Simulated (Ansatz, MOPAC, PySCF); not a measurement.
Dimer: HI (SMILES I) (first 2 atoms) with Si2H6 (SMILES [SiH3][SiH3]); geometry from B3LYP-D3(BJ)/def2-TZVP, rigid monomers moved along the line of their centres of mass till H2···Si3 is 3.54 Å.
(charge 0, multiplicity 1):
```
atom    x (Å)    y (Å)    z (Å)
----  -------  -------  -------
I     -0.6121  -0.3548  -0.5704
H      0.3242  -0.2524   0.7434
Si    -0.3664   0.0632   4.2008
Si     0.1280   0.2463   6.4849
H     -1.1856  -1.1422   3.9317
H      0.8924  -0.0505   3.4184
H     -1.0994   1.2586   3.7212
H     -1.1247   0.3650   7.2697
H      0.9625   1.4468   6.7328
H      0.8682  -0.9533   6.9453
```

Interaction energies are E(AB) − E(A) − E(B) at the monomers' geometry in the complex; basis-set methods are counterpoise corrected.

The state reached by PM6 isn't checked.

Programs: Ansatz (Gaussian orbitals); MOPAC for PM6 (differences of heats of formation); PySCF for the dispersion terms. Each number belongs to the level named beside it. In def2 rows elements past Kr take small-core potentials, without spin–orbit coupling.

Task: One of these levels gives -1.8 kJ/mol for the interaction energy. Which one is it?
A) r2SCAN-D3(BJ)/def2-TZVPPD
B) HF/def2-SVPD
C) PM6

Result: C, PM6. The others give 1.0 (HF/def2-SVPD), -3.4 (r2SCAN-D3(BJ)/def2-TZVPPD)

Ansatz is an electronic-structure program.
